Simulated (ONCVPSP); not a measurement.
## cerium, ONCV: configuration errors across variants

cerium (Ce), optimised norm-conserving Vanderbilt (ONCV), made with ONCVPSP 4.0.1 (PBE, scalar-relativistic). Core [Kr] 4d10, reference 4f1 5s2 5p6 5d1 6s1 (charge +1). Waves: 5s+6s: rc 2.70 bohr, ncon 4, nbas 8, qcut 4.4 1/bohr, 3 projectors, debl 2.9 Ha; 5p: rc 2.00 bohr, ncon 4, nbas 8, qcut 3.8 1/bohr, 2 projectors, debl 1.8 Ha; 5d: rc 3.45 bohr, ncon 5, nbas 10, qcut 4.1 1/bohr, 2 projectors, debl 0.6 Ha; 4f: rc 1.85 bohr, ncon 4, nbas 8, qcut 10.3 1/bohr, 2 projectors, debl 2.1 Ha. Local part: polynomial inside 1.35 bohr (lpopt 2, dvloc0 6 Ha). Core correction: Teter function, fcfact 6, rcfact 1.2.

All-electron excitation energies from the reference (eV): (1) 4f1 5s2 5p6 5d1 6s2 -6.070; (2) 4f1 5s2 5p6 5d1 6s0 11.081; (3) 4f1 5s2 5p6 5d0 6s0 30.259; (4) 4f1 5s2 5p6 5d1.5 6s1.5 -5.674.

Errors AE − PS in meV (a dash: test not solved or not reliable):

| change | (1) | (2) | (3) | (4) | bound ghosts | GHOST(+) flags above zero |
| --- | --- | --- | --- | --- | --- | --- |
| base | +0.2 | -4.4 | +8.2 | +0.5 | none | none |
| core correction Teter function, fcfact 6, rcfact 1.12 | +0.2 | -4.4 | +8.0 | +0.5 | none | none |
| core correction Teter function, fcfact 6, rcfact 1.26 | +0.2 | -4.5 | +8.1 | +0.5 | none | none |
| core correction Teter function, fcfact 6, rcfact 1.42 | 0.0 | -5.0 | +2.1 | +0.2 | none | none |
| core correction Teter function, fcfact 6, rcfact 1.58 | -0.6 | -7.5 | -26 | -0.9 | none | none |
| core correction Teter function, fcfact 6, rcfact 1.76 | -3.6 | -19 | -105 | -4.8 | none | none |
| core correction Teter function, fcfact 6, rcfact 1.86 | -7.9 | -33 | -170 | -8.7 | none | none |
| core correction Teter function, fcfact 6, rcfact 2 | -19 | -64 | -275 | -17 | none | none |

(1) Give the same row for: core correction Teter function, fcfact 6, rcfact 0.98.

Results:

(1) +0.2, -4.3, +7.6, +0.4; bound ghosts: none; GHOST(+) flags above zero: none.
